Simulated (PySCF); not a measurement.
# Computed spin Hamiltonian

Compound: C6H7N2 (doublet state).
Cartesian coordinates in Å at the GFN2-xTB level; atoms count from 1:
```
atom  x, y, z in Å
C1     1.8091   -2.1512   -0.5181
N2     1.4935   -1.0050   -0.2942
C3     0.9054    0.1419   -0.6774
N4     1.4381    0.9783   -1.4930
C5    -0.3652    0.4742   -0.0158
C6    -0.9828    1.7865   -0.4010
C7    -0.9117   -0.3412    0.8489
C8    -1.4522   -1.1431    1.7064
H9     2.4912   -2.7525    0.0558
H10    2.3207    0.6727   -1.8923
H11   -1.9609    1.9002    0.0583
H12   -1.0715    1.8389   -1.4832
H13   -0.3327    2.6000   -0.0858
H14   -1.2361   -1.0807    2.7623
H15   -2.1495   -1.9109    1.4071
```

The hyperfine couplings belong to this conformer and change with its torsions.

The species is `[H]/[C]=N/C(=N\[H])C(C)=C=C` [radical].

Method: PySCF, UKS B3LYP, pcH-1 on C H N, non-relativistic, mean-field spin-orbit, GIAO. The structure is a single GFN2-xTB conformer in the gas phase; no vibrational or solvent corrections. Couplings are sensitive to structure, and on GFN2-xTB geometries they can be far from those on DFT ones. The frame is twisted about the N2–C3 bond at this geometry (dihedral C1–N2–C3–N4 = -77°); couplings at other torsion angles weren't computed. The SCF solution wasn't tested for stability.

```json
{
 "g1, g2, g3": "1.99938, 2.00218, 2.00346",
 "g_iso": "2.00168",
 "Form of g": "rhombic: the two nearest values differ by 31 % of g3 − g1",
 "⟨S²⟩": "0.7589 (exact 0.7500)",
 "α and β electrons": "29, 28",
 "HOMO–LUMO gap, α and β orbitals": "4.30, 4.56 eV",
 "Basis functions": "270"
}
```

Isotropic coupling and dipolar principal values T1 to T3, in 10⁻⁴ cm⁻¹ (1 × 10⁻⁴ cm⁻¹ = 2.998 MHz):

```
atom  isotope  a_iso     T1     T2    T3  Mulliken spin population
  C1      13C   85.1  -17.0  -14.8  31.8                      0.62
  N2      14N    0.6   -5.3   -3.8   9.1                      0.15
  C3      13C    1.1   -4.1    0.3   3.9                     -0.04
  N4      14N    2.6   -3.3   -3.1   6.4                      0.20
  C5      13C   -0.2   -0.3    0.0   0.2                      0.01
  C6      13C   -0.3   -0.1    0.0   0.1                      0.00
  C7      13C   -0.2   -0.3    0.0   0.3                     -0.01
  C8      13C    0.2   -0.2   -0.1   0.3                      0.00
  H9       1H   67.8   -6.2   -2.3   8.4                      0.07
 H10       1H   -4.0   -2.6   -0.9   3.6                     -0.01
 H11       1H   -0.1   -0.2   -0.2   0.4                      0.00
 H12       1H    0.4   -0.4   -0.3   0.6                      0.00
 H13       1H    0.4   -0.3   -0.3   0.6                      0.00
 H14       1H   -0.2   -0.2   -0.2   0.4                      0.00
 H15       1H   -0.3   -0.3   -0.2   0.5                      0.00
```

The largest Mulliken spin populations are on C1 (+0.62), N4 (+0.20), N2 (+0.15) and H9 (+0.07).

Axes: g1 points within 10° of the N2–C3 bond.

Under fast tumbling the dipolar parts average out, and these isotropic splittings remain: 1 × 1H (H9, I = 1/2, 2 lines) with 7.26 mT, 1 × 1H (H10, I = 1/2, 2 lines) with 0.42 mT, 1 × 14N (N4, I = 1, 3 lines) with 0.28 mT, 1 × 14N (N2, I = 1, 3 lines) with 0.07 mT and 1 × 1H (H15, I = 1/2, 2 lines) with 0.04 mT.

H14 and H15 aren't averaged: C8 is flat or nearly so (angle sum 360°), and its turn about the short C8–C7 bond (1.29 Å) is taken as slow.

The 13C coupling of C1 (255.0 MHz) shows only in satellite lines or after enrichment, since that isotope makes up about 1.07 % of natural carbon.

Examples of negative spin density at the nucleus (bohr⁻³): H10 (-0.0027).
